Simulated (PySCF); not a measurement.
A side-by-side comparison of computed properties.

First species: C5H13NSi3.
SMILES: `N#C[C@H]1C[C@@H]([SiH2][SiH2][SiH3])C1`

Second species: C₅H₁₃NSi₃.
InChI=1S/C5H13NSi3/c1-5-2-3-9(4-5)6(7)8/h2-4,9H,1,7-8H3/t9-/m1/s1

Levels: PBE0/pcSseg-1 for dipole moment, HOMO energy, LUMO energy and HOMO–LUMO gap; GFN2-xTB for rotational constant A and rotational constant C. Geometries: GFN2-xTB. All species are isolated and taken at one optimised geometry, non-relativistic unless stated. Electronic properties by PySCF.

Dipoles, sizes and rotational constants follow the conformer. The torsions of the flexible species, by atom-mapped SMILES:
- `[N:1]#[C:2][C@H:3]1[CH2:4][C@@H:5]([SiH2:6][SiH2:7][SiH3:8])[CH2:9]1`: C4–C5–Si6–Si7 163°, C5–Si6–Si7–Si8 161°
- `[CH3:1][C:2]1=[CH:3][Si@H:4]([N:5]([SiH3:6])[SiH3:7])[CH:8]=[CH:9]1`: C3–Si4–N5–Si6 36°

Values for the first species:

```
Dipole moment         : 4.18 D
HOMO energy           : -8.10 eV
LUMO energy           : -0.46 eV
HOMO–LUMO gap         : 7.64 eV
Rotational constant A : 2.093 GHz
Rotational constant C : 0.377 GHz
```

(1) Estimate the same properties for the second species, and the change in each.

## Answers

(1) 
```csv
property,first,second,second less first
dipole moment,4.18 D,1.04 D,-3.14 D
HOMO energy,-8.10 eV,-6.64 eV,+1.46 eV
LUMO energy,-0.46 eV,-1.56 eV,-1.10 eV
HOMO–LUMO gap,7.64 eV,5.08 eV,-2.56 eV
rotational constant A,2.093 GHz,1.695 GHz,-0.398 GHz
rotational constant C,0.377 GHz,0.517 GHz,+0.140 GHz
```

On the first: In atomic units the dipole is 1.65 e·bohr (1 au = 2.5417 D). A dipole of 4.18 D is allowed in C1, and pure rotational transitions are dipole-allowed.

On the second: A dipole of 1.04 D is allowed in C1, and pure rotational transitions are dipole-allowed. In atomic units the dipole is 0.41 e·bohr (1 au = 2.5417 D).
